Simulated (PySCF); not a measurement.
**Frontier levels across methods**

C4H6F2O.
SMILES with atom numbers: `[CH2:1]=[C:2]([CH2:3][F:4])[O:5][CH2:6][F:7]` (hydrogens: H8, H9 on C1; H10, H11 on C3; H12, H13 on C6)

Geometry (PBE0-D3(BJ)/def2-SVP, Å), atoms numbered from 1 in this order:
```
atom  x, y, z in Å
C1    -0.376    1.195   -0.650
C2    -0.421    0.039    0.013
C3    -1.667   -0.764    0.231
F4    -2.763   -0.131   -0.273
O5     0.627   -0.609    0.597
C6     1.904   -0.233    0.249
F7     2.246    0.962    0.806
H8    -1.300    1.575   -1.085
H9     0.536    1.784   -0.740
H10   -1.558   -1.752   -0.252
H11   -1.801   -0.937    1.314
H12    2.576   -1.009    0.645
H13    1.995   -0.136   -0.849
```

Basis pcSseg-1 throughout (PySCF), one geometry. One conformer (not necessarily the lowest) at the PBE0-D3(BJ)/def2-SVP geometry, without solvent, vibrations or thermal averaging.

Q: How do the orbital energies, the gap and the dipole change with the method?

A: 
| method | kind | HOMO (eV) | LUMO (eV) | gap (eV) | μ (D) | SCF cycles |
| --- | --- | --- | --- | --- | --- | --- |
| B97-D | GGA | -5.95 | -0.49 | 5.46 | 2.12 | 15 |
| KT2 | GGA | -6.02 | -0.54 | 5.48 | 2.09 | 16 |
| B97-2 | global hybrid | -6.95 | 0.37 | 7.32 | 2.22 | 14 |
| B3LYP | global hybrid | -6.97 | 0.19 | 7.17 | 2.21 | 14 |
| PBE0 | global hybrid | -7.20 | 0.44 | 7.64 | 2.22 | 14 |
| BHandHLYP | global hybrid | -8.26 | 1.57 | 9.83 | 2.34 | 13 |
| LC-wPBE | range-separated hybrid | -9.92 | 2.76 | 12.69 | 2.27 | 13 |

The HOMO spans 3.97 eV, from B97-D down to LC-wPBE, and the gap runs from 5.46 eV (B97-D) to 12.69 eV (LC-wPBE). Over the methods B97-D (0 %), KT2 (0 %), B97-2 (21 %), B3LYP (20 %), PBE0 (25 %), BHandHLYP (50 %), a straight line through the gap against the share of exact exchange rises by 0.87 eV for each 10 % (correlation coefficient 1.000). The dipole ranges from 2.09 D (KT2) to 2.34 D (BHandHLYP). This basis has no diffuse functions.
